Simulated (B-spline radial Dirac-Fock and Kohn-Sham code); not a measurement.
In the model described below, an M4 (3d3/2) vacancy in the Sr⁴⁺ ion, [Ar] 3d10 4s2 4p4, lives for 18 fs, which corresponds to a natural width of 0.0362 eV. Out of 1000 such holes, about 0.34 decay by emitting a photon and the rest by ordinary Auger emission. The strongest X-ray line is Mζ2 (M4-N2) at 121.2 eV, with 84 % of the radiative rate. The strongest electron group is M4-N1N3 near 15 eV, with 48 % of the non-radiative rate.

Calculated with a B-spline atomic structure program, using independent-particle radiative and Coulomb Auger rates from relativistic LDA hole-state orbitals, with Dirac-Fock energies.
